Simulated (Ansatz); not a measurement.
Gas-phase electronic energies from Ansatz, PBE0-D4/def2-TZVP geometries. CBS: MP2 limit from def2 TZ/QZ plus the TZ coupled-cluster correction, frozen cores. This one scheme is used for every species. Functionals use def2-TZVPP. B3LYP here is the variant with VWN-RPA as its local correlation; programs differ in this. For Ge outer-core shells are correlated without core-valence functions, which leaves a few kJ/mol of doubt a bond. Scalar relativity is left out up to krypton. One conformer a species, not always the lowest.

Consider the formal exchange of groups at a B–Cl bond: `OB(Cl)CCl` + GeH₄ → `O[B]([GeH3])CCl` + HCl.

Q: Is it downhill or uphill in electronic energy at CCSD(T)/CBS, and by how much? (Best estimate.)

A: The calculation gave: Uphill: ΔE = +109.7 kJ/mol.

Q: What do these levels give: PBE-D4, ωB97X-V, B2PLYP, r2SCAN, PBE0, B3LYP, HF/def2-TZVPP, SCS-MP2/def2-TZVPP, CCSD/def2-TZVPP, HF/def2-QZVPP, SCS-MP2/def2-QZVPP, HF/CBS(def2)? (Best estimate.)

A: Ansatz gave: PBE-D4 110.4, ωB97X-V 116.7, B2PLYP 118.1, r2SCAN 120.4, PBE0 116.3, B3LYP 118.1, HF/def2-TZVPP 128.1, SCS-MP2/def2-TZVPP 115.6, CCSD/def2-TZVPP 111.4, HF/def2-QZVPP 129.3, SCS-MP2/def2-QZVPP 115.9, HF/CBS(def2) 129.5 kJ/mol.

Largest T1 diagnostic among the species: 0.013.

In def2-TZVPP, CCSD(T) changes the Hartree–Fock value by −17.3 kJ/mol (the triples alone add −0.6 kJ/mol) and MP2 by −11.7 kJ/mol. From PBE to PBE0 (25 % exact exchange), in def2-TZVPP and without D4, ΔE moves by +3.5 kJ/mol.
